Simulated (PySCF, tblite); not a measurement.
Breaking a bond: SMILES BB. The B1–B4 bond (B1 also carries H, H; B4 carries H, H) is stretched with both fragments frozen at the PBE0/def2-TZVP optimised geometry.

Levels: GFN2-xTB, 300 K electronic temperature (tblite); UCCSD(T) = CCSD(T) on UHF/cc-pVDZ, 2 core orbitals frozen run with PySCF.

Energies relative to the lowest point of each curve near equilibrium, in kcal/mol; the last columns give the difference from UCCSD(T):

| R / Å | GFN2-xTB | UCCSD(T) | GFN2-xTB − UCCSD(T) |
|---|---|---|---|
| 1.22 | 95.5 | 94.7 | 0.8 |
| 1.31 | 43.7 | 51.8 | -8.1 |
| 1.39 | 19.0 | 27.5 | -8.5 |
| 1.48 | 5.4 | 11.1 | -5.7 |
| 1.54 | 1.4 | 4.8 | -3.4 |
| 1.58 | 0.2 | 2.2 | -2.0 |
| 1.63 | 0.0 | 0.4 | -0.4 |
| 1.69 | 1.1 | 0.0 | 1.1 |
| 1.73 | 2.4 | 0.5 | 1.8 |
| 1.79 | 4.9 | 2.3 | 2.6 |
| 1.88 | 9.8 | 6.7 | 3.2 |
| 2.02 | 18.8 | 15.9 | 3.0 |
| 2.20 | 31.6 | 29.7 | 1.9 |
| 2.42 | 48.0 | 46.7 | 1.3 |
| 2.69 | 67.4 | 65.7 | 1.6 |
| 2.90 | 80.8 | 78.2 | 2.5 |
| 3.28 | 100.2 | 94.9 | 5.2 |
| 3.58 | 110.7 | 101.8 | 9.0 |
| 4.00 | 119.7 | 105.0 | 14.8 |
| 4.43 | 124.1 | 105.7 | 18.4 |
| 4.86 | 125.5 | 105.9 | 19.6 |
| 5.69 | 125.9 | 106.0 | 19.9 |

GFN2-xTB is furthest from UCCSD(T) at 5.69 (19.9 kcal/mol, above); its mean absolute difference over the points is 6.1 kcal/mol.

The unrestricted determinant behind UCCSD(T) is spin-contaminated at 2.69 to 5.69 Å (<S²> up to 1.0, against 0.00 for a pure singlet).
